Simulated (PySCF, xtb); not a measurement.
3-methylidenefuran (C5H6O), SMILES C=C1C=COC1. The values are those of a single conformer.

Harmonic wavenumbers (cm⁻¹) from xtb with GFN2-xTB at its own minimum, in rising order: 160, 343, 356, 538, 627, 679, 800, 805, 836, 852, 908, 944, 966, 998, 1062, 1135, 1145, 1208, 1265, 1302, 1410, 1445, 1611, 1706, 2914, 2942, 3118, 3136, 3146, 3184.

What does B3LYP-D3(BJ)/def2-SVP run with PySCF 2.14.0 give at its own minimum? (An estimate is asked for; the answer gives what the named calculation found.)

127, 356, 368, 558, 639, 690, 802, 844, 851, 881, 929, 948, 986, 1005, 1073, 1177, 1204, 1268, 1328, 1371, 1440, 1465, 1644, 1714, 3045, 3093, 3143, 3231, 3239, 3258. Paired by order, the mean absolute difference is 40 cm⁻¹ and the zero-point energies are 59.4 and 61.0 kcal/mol.
